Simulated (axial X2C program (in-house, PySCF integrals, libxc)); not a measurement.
**Density and ELF of GaC⁺**

Computed with an in-house all-electron X2C program for linear molecules (integrals from PySCF). Two-component (2c) means X2C with spin–orbit coupling and atomic mean-field two-electron Coulomb and Gaunt terms. Basis: Ga dyall-cv3z [9s9p7d4f1g], C dyall-v3z [7s6p2d1f] (cores contracted in-house); Gaussian nuclei, density fitting, unrestricted open shells. Masses: Ga 68.926 u, C 12.000 u.

PBE0, with spin–orbit coupling, state Ω = 1 (⟨Sz⟩ = 1.00, ⟨Lz⟩ = 0.00 at PBE0); Ga at z = 0, C at z = 2.060 Å.

The maps cover the half plane through the axis: z from -2.4 to 4.2 Å along the bond, ρ from 0.15 to 2.25 Å away from it (steps of 0.3 Å, the bottom row nearest the axis).

log10 of the density in e/bohr³:

digits 0 to 9 span -5.30 to 1.37 evenly
```
00112222222222222211100
01122333333333333322110
11223344444444444332210
12233444444444444433221
12334455555555555543321
22344556666556666554321
23345567876666676654322
23345678987666786654332
```

Electron localisation function (collinear form, no current term, damped to 0 at low density):

digits 0 to 9 span 0.00 to 1.00 evenly
```
00000000000000000000000
00000233321001122100000
00014666542112455420000
00157765443225787641000
00477643223347899862000
02676421212358999863000
03775224641257768763100
04774237273255090553100
```

Axial spin density in 10⁻³ e/bohr³:

digits 0 to 9 span -6.67 to 6.67 evenly, values beyond are clipped
```
54444445555555555555555
44444444555555555555555
44444444555566666555555
44444444556678998755555
44444333467899999975555
44443102468999999986555
44431003558999999996555
44431004486743999996555
```

One determinant describes the state; a PBE0 search over occupations chose it and may have missed a lower one. Density functionals use the spin component along the axis (collinear). PBE0 can misorder states that lie within some tenths of an eV, so this need not be the ground state of the molecule. The nearest other 2c determinant of the search, Ω = 2, lies 0.41 eV up at the distance of the search. With several unpaired electrons one determinant need not be a pure state. Open-shell Ω = 0 determinants with evenly filled partner blocks cannot be reached by this program, so the Ω shown need not be the lowest component. This is the Ω = 1 component of a π² triplet; the 0⁺ component is not one determinant and can lie lowest. The determinant is spin-polarised beyond a pure state at some levels (its spin-free form has ⟨S²⟩ too high), which makes Re and μ there less reliable.
